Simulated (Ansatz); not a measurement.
Species: sum formula H$_{3}$BNO (charge 0, doublet). It need not be the lowest isomer of its formula. 
Geometry from a B3LYP-D3(BJ)/def2-TZVP (Ansatz, a program for electronic structure) optimisation:
```xyz
6

N     -1.1987    -0.0602    -0.0307
B      0.0683     0.2387     0.4729
O      1.2733     0.0016    -0.0924
H     -2.0408     0.1587     0.4711
H     -1.3644    -0.5115    -0.9221
H      1.2688    -0.4316    -0.9596
```
Charge 0, spin multiplicity 2.

Computed values are from Ansatz. Correlated levels leave the core frozen unless marked. Open shells are spin-unrestricted. No spin-orbit coupling. Non-relativistic. CBS(X,Y): correlation extrapolated as X^-3; Hartree-Fock from the larger set (for Q and 5 zeta extrapolated as (X+1)exp(-9√X)).

Problem. What is the dipole moment at CCSD(T)/aug-cc-pVDZ?

Solution. 3.01 D.

Problem. What is the atomisation energy De at CCSD(T)/CBS(cc-pVQZ,cc-pV5Z)?

Solution. 530.1 kcal/mol.

Problem. What is the T1 diagnostic at CCSD/cc-pV5Z?

Solution. 0.013.

Problem. What is the total energy at CCSD(T)/CBS(cc-pVQZ,cc-pV5Z)?

Solution. -156.4831 Eh.
